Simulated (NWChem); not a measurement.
System: NH₃TeSe; SMILES N[Te][SeH]

Here is an NWChem input.

```
start job
memory heap 200 mb stack 900 mb global 1100 mb
geometry units angstroms
  Te     0.261355    -0.810820    -0.007493
  N     -1.697249    -1.340094    -0.019304
  H     -1.982441    -1.850227     0.812008
  H     -1.977796    -1.828528    -0.865100
  Se     0.046159     1.709248    -0.036146
  H     -0.028316     1.888532     1.426078
end
basis spherical
  * library sto-3g
end
dft
  xc hfexch
  iterations 150
end
driver
  maxiter 120
end
task dft optimize
task dft freq
```

Output (shortened):

```
             Northwest Computational Chemistry Package (NWChem) 7.3.0
             --------------------------------------------------------

 C1  symmetry detected

                             Geometry "geometry" -> ""
                             -------------------------

 Output coordinates in angstroms (scale by  1.889725989 to convert to a.u.)

  No.       Tag          Charge          X              Y              Z
 ---- ---------------- ---------- -------------- -------------- --------------
    1 Te                  52.0000     0.31898266    -0.84326848    -0.00730534
    2 N                    7.0000    -1.60505289    -1.48707137    -0.00956816
    3 H                    1.0000    -1.85490601    -2.01505135     0.82197279
    4 H                    1.0000    -1.86116782    -1.98924081    -0.85507171
    5 Se                  34.0000    -0.04454655     1.65978717    -0.02808951
    6 H                    1.0000    -0.12107174     1.83098887     1.43499702

 Effective nuclear repulsion energy (a.u.)     560.3792483446

                                Z-matrix (autoz)
                                --------

 Units are Angstrom for bonds and degrees for angles

      Type          Name      I     J     K     L     M      Value
      ----------- --------  ----- ----- ----- ----- ----- ----------
    1 Stretch                  1     2                       2.02889
    2 Stretch                  1     5                       2.52940
    3 Stretch                  2     3                       1.01619
    4 Stretch                  2     4                       1.01619
    5 Stretch                  5     6                       1.47506
    6 Bend                     1     2     3               113.39822
    7 Bend                     1     2     4               113.37484
    8 Bend                     1     5     6                96.55527
    9 Bend                     2     1     5               100.23638
   10 Bend                     3     2     4               111.23057
   11 Torsion                  2     1     5     6          88.15065
   12 Torsion                  3     2     1     5        -117.35256
   13 Torsion                  4     2     1     5         114.55968

  xc_inp: hfexch multiplicative factor not found.

                           NWChem Geometry Optimization
                           ----------------------------

[...]

      ----------------------
      Optimization converged
      ----------------------

  Step       Energy      Delta E   Gmax     Grms     Xrms     Xmax
  ---- ---------------- -------- -------- -------- -------- --------
@    7   -8976.17474286 -4.8D-08  0.00003  0.00001  0.00061  0.00150
                                     ok       ok       ok       ok

                                Z-matrix (autoz)
                                --------

 Units are Angstrom for bonds and degrees for angles

      Type          Name      I     J     K     L     M      Value     Gradient
      ----------- --------  ----- ----- ----- ----- ----- ---------- ----------
    1 Stretch                  1     2                       2.03428    0.00001
    2 Stretch                  1     5                       2.53039   -0.00003
    3 Stretch                  2     3                       1.02904   -0.00000
    4 Stretch                  2     4                       1.02887    0.00000
    5 Stretch                  5     6                       1.44223    0.00001
    6 Bend                     1     2     3               110.46521    0.00000
    7 Bend                     1     2     4               110.67614   -0.00000
    8 Bend                     1     5     6                96.25927    0.00000
    9 Bend                     2     1     5                95.33947    0.00000
   10 Bend                     3     2     4               105.47509   -0.00000
   11 Torsion                  2     1     5     6          87.79178    0.00000
   12 Torsion                  3     2     1     5        -124.30762    0.00001
   13 Torsion                  4     2     1     5         119.25365    0.00001

[...]

 Rotational Constants
 --------------------
 A=   0.272158 cm-1  (  0.391565 K)
 B=   0.048367 cm-1  (  0.069588 K)
 C=   0.041758 cm-1  (  0.060079 K)

 Temperature                      =   298.15K
 frequency scaling parameter      =   1.0000

 Zero-Point correction to Energy  =   25.083 kcal/mol  (  0.039972 au)
 Thermal correction to Energy     =   28.268 kcal/mol  (  0.045048 au)
 Thermal correction to Enthalpy   =   28.860 kcal/mol  (  0.045992 au)

 Total Entropy                    =   77.423 cal/mol-K
   - Translational                =   42.128 cal/mol-K (mol. weight = 225.8515)
   - Rotational                   =   27.463 cal/mol-K (symmetry #  =        1)
   - Vibrational                  =    7.832 cal/mol-K

 Cv (constant volume heat capacity) =   15.215 cal/mol-K
   - Translational                  =    2.979 cal/mol-K
   - Rotational                     =    2.979 cal/mol-K
   - Vibrational                    =    9.256 cal/mol-K

[normal modes left out]

 ----------------------------------------------------------------------------
 Normal Eigenvalue ||           Projected Infra Red Intensities
  Mode   [cm**-1]  || [atomic units] [(debye/angs)**2] [(KM/mol)] [arbitrary]
 ------ ---------- || -------------- ----------------- ---------- -----------
    1       -0.000 ||    0.000005           0.000         0.005       0.005
    2        0.000 ||    0.000206           0.005         0.200       0.191
    3        0.000 ||    0.000270           0.006         0.263       0.250
    4        0.000 ||    0.000122           0.003         0.119       0.113
    5        0.000 ||    0.000330           0.008         0.321       0.306
    6        0.000 ||    0.000864           0.020         0.842       0.801
    7      193.126 ||    0.002002           0.046         1.951       1.857
    8      230.562 ||    0.024394           0.563        23.780      22.625
    9      267.400 ||    0.044986           1.038        43.855      41.724
   10      310.365 ||    0.000704           0.016         0.687       0.653
   11      574.826 ||    0.010412           0.240        10.150       9.657
   12      912.809 ||    0.022350           0.516        21.788      20.729
   13      929.362 ||    0.050452           1.164        49.183      46.793
   14     1228.618 ||    0.002673           0.062         2.606       2.479
   15     1987.726 ||    0.010936           0.252        10.661      10.143
   16     2883.250 ||    0.014006           0.323        13.654      12.990
   17     3919.127 ||    0.008280           0.191         8.072       7.679
   18     4117.099 ||    0.001085           0.025         1.058       1.006
 ----------------------------------------------------------------------------
```

Level: Hartree-Fock/STO-3G, non-relativistic. This build's default masses of Se (78.918 u) and Br (79.917 u) are each other's, which moves their modes by up to 0.6 %.
